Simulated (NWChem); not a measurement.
System: C$_{2}$H$_{5}$FTe; SMILES CC[Te]F

Here is an NWChem input.

```
start job
memory heap 200 mb stack 900 mb global 1100 mb
geometry units angstroms noautoz
  Te     0.223432    -0.589621    -0.075392
  F     -1.713296    -0.396678     0.088751
  C      0.457733     1.482727    -0.611424
  C     -0.193068     2.415439     0.389844
  H      0.035048     1.594401    -1.620117
  H      1.548382     1.629312    -0.687696
  H      0.294316     2.358028     1.374391
  H     -1.254102     2.157950     0.522012
  H     -0.136631     3.458205     0.036398
end
basis spherical
  * library sto-3g
end
dft
  xc xpbe96 cpbe96
  iterations 150
  mulliken
end
task dft energy
```

Output (shortened):

```
             Northwest Computational Chemistry Package (NWChem) 7.3.0
             --------------------------------------------------------

 C1  symmetry detected

                             Geometry "geometry" -> ""
                             -------------------------

 Output coordinates in angstroms (scale by  1.889725989 to convert to a.u.)

  No.       Tag          Charge          X              Y              Z
 ---- ---------------- ---------- -------------- -------------- --------------
    1 Te                  52.0000     0.22974182    -0.59885323     0.04626927
    2 F                    9.0000    -1.70048720    -0.36435999    -0.13897145
    3 C                    6.0000     0.60438754     1.45096850    -0.49661653
    4 C                    6.0000    -0.18954515     2.42658596     0.34829333
    5 H                    1.0000     0.36829197     1.53907342    -1.56670608
    6 H                    1.0000     1.69468179     1.57448946    -0.38338735
    7 H                    1.0000     0.11577238     2.39073331     1.40454509
    8 H                    1.0000    -1.26318316     2.19341984     0.29832247
    9 H                    1.0000    -0.04680701     3.45656486    -0.01809368

 Effective nuclear repulsion energy (a.u.)     363.8944117407

  pbe96 is a nonlocal functional; adding pw91lda local functional.

                                 NWChem DFT Module
                                 -----------------

 Summary of "ao basis" -> "ao basis" (spherical)
 ------------------------------------------------------------------------------
       Tag                 Description            Shells   Functions and Types
 ---------------- ------------------------------  ------  ---------------------
 Te                          sto-3g                 11       27   5s4p2d
 F                           sto-3g                  3        5   2s1p
 C                           sto-3g                  3        5   2s1p
 H                           sto-3g                  1        1   1s

            General Information
            -------------------
          SCF calculation type: DFT
          Wavefunction type:  closed shell.
          No. of atoms     :     9
          No. of electrons :    78
           Alpha electrons :    39
            Beta electrons :    39
          Charge           :     0
          Spin multiplicity:     1
          Use of symmetry is: off; symmetry adaption is: off
          Maximum number of iterations: 150
          AO basis - number of functions:    47
                     number of shells:    25
          Convergence on energy requested:  1.00D-06
          Convergence on density requested:  1.00D-05
          Convergence on gradient requested:  5.00D-04

              XC Information
              --------------
          PerdewBurkeErnzerhof Exchange Functional  1.000
            Perdew 1991 LDA Correlation Functional  1.000 local
           PerdewBurkeErnz. Correlation Functional  1.000 non-local

             Grid Information
             ----------------
          Grid used for XC integration:  medium
          Radial quadrature: Mura-Knowles
          Angular quadrature: Lebedev.
          Tag              B.-S. Rad. Rad. Pts. Rad. Cut. Ang. Pts.
          ---              ---------- --------- --------- ---------
          Te                  1.40      123          10.0       590
          F                   0.50       49          10.0       434
          C                   0.70       49           8.0       434
          H                   0.35       45          10.0       434
          Grid pruning is: on
          Number of quadrature shells:   495
          Spatial weights used:  Erf1

      Superposition of Atomic Density Guess
      -------------------------------------

 Sum of atomic energies:       -6721.79876884

      Non-variational initial energy
      ------------------------------

 Total energy =   -6722.039746
 1-e energy   =  -10002.705525
 2-e energy   =    2916.771368
 HOMO         =      -0.102863
 LUMO         =       0.104522

     ---------------------------------------------
      Total Density - Mulliken Population Analysis
     ---------------------------------------------

    Atom       Charge   Shell Charges
 -----------   ------   -------------------------------------------------------
    1 Te  52    51.65   2.00  2.00  6.00  2.00  6.00  2.00  5.99  1.82  3.83 10.00 10.00
    2 F    9     9.51   2.00  1.95  5.56
    3 C    6     5.95   1.99  1.31  2.65
    4 C    6     6.11   1.99  1.29  2.82
    5 H    1     0.96   0.96
    6 H    1     0.95   0.95
    7 H    1     0.96   0.96
    8 H    1     0.96   0.96
    9 H    1     0.96   0.96

   convergence    iter        energy       DeltaE   RMS-Dens  Diis-err
 ---------------- ----- ----------------- --------- --------- ---------
 d= 0,ls=0.0,diis     1  -6724.9375260071 -7.09D+03  9.41D-02  4.48D-01
 d= 0,ls=0.0,diis     2  -6722.8767038835  2.06D+00  8.12D-02  1.04D+01
 d= 0,ls=0.0,diis     3  -6725.0315603554 -2.15D+00  8.46D-03  6.65D-02
 d= 0,ls=0.0,diis     4  -6725.0386999464 -7.14D-03  4.52D-03  2.44D-02
 d= 0,ls=0.0,diis     5  -6725.0436183228 -4.92D-03  8.81D-04  7.17D-04
  Resetting Diis
 d= 0,ls=0.0,diis     6  -6725.0437319128 -1.14D-04  2.49D-04  1.63D-04
 d= 0,ls=0.0,diis     7  -6725.0437566035 -2.47D-05  7.48D-05  5.48D-07
 d= 0,ls=0.0,diis     8  -6725.0437561108  4.93D-07  5.05D-05  2.65D-06
 d= 0,ls=0.0,diis     9  -6725.0437567600 -6.49D-07  5.44D-06  1.79D-08

         Total DFT energy =    -6725.043756759975
      One electron energy =   -10000.676743427426
           Coulomb energy =     3105.671220658137
    Exchange-Corr. energy =     -193.932645731398
 Nuclear repulsion energy =      363.894411740712

 Numeric. integr. density =       78.000031001180

                       DFT Final Molecular Orbital Analysis
                       ------------------------------------

[...]
```

Level: PBE/STO-3G, non-relativistic. Structure relaxed at the PBE0/def2-SVP (def2 core potentials past Kr) level.
